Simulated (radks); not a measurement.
Species: Be2+. Configuration: [He].

All-electron calculation, scalar-relativistic Kohn-Sham, LB94 model potential, spin-unpolarised, spherical densities, finite nucleus; Fermi nuclear charge, rms radius 2.519 fm. Program: a radial shooting solver on a logarithmic mesh with Libxc functionals.

Energy parts (eV):
| part | energy |
|---|---|
| kinetic | 367.456 |
| electron-nucleus | -799.501 |
| Hartree | 123.206 |
(The LB94 potential has no energy functional, so no total or exchange-correlation energy is given.)

Orbitals (lengths in bohr, moments of r in powers of bohr; <r^-3> diverges for s and p1/2; r(max) is where P^2 peaks):
| orbital | occ. | eigenvalue (eV) | r(max) | <r^-3> | <r^2> |
|---|---|---|---|---|---|
| 1s | 2 | -148.3324 | 0.2671 | - | 0.2353 |

The highest occupied level is 1s at -148.33 eV. The density falls to 0.001 e/bohr^3 at r = 1.46 bohr.
